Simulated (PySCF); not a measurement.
CH5BS.

```xyz
8

B     -0.6208    -0.4617     0.0000
H     -1.8158    -0.4816     0.0000
C      0.2223    -1.7718     0.0000
H     -0.0464    -2.3802    -0.8713
H     -0.0464    -2.3802     0.8713
H      1.3041    -1.6274     0.0000
S      0.2033     1.1183     0.0000
H     -0.8772     1.9158     0.0000
```
Charge 0, spin multiplicity 1.

Geometry optimised at PBE0-D3(BJ)/def2-TZVP. The values are those of a single conformer.

These are PBE0/pcSseg-2 (PySCF) values and carry that method's errors. Non-relativistic, no solvent.

Computed absolute GIAO shielding of each atom: isotropic value and principal components (ppm):
```tsv
atom	σ(iso)	σ11	σ22	σ33	span
B1	24.2	-47.6	-3.6	123.7	171.3
H2	24.0	19.8	24.7	27.6	7.8
C3	173.2	150.5	183.1	186.2	35.7
H4	30.5	27.1	27.9	36.5	9.4
H5	30.5	27.1	27.9	36.5	9.4
H6	30.4	26.8	30.2	34.1	7.4
S7	468.6	197.7	599.3	608.7	410.9
H8	27.6	22.6	24.8	35.4	12.8
```
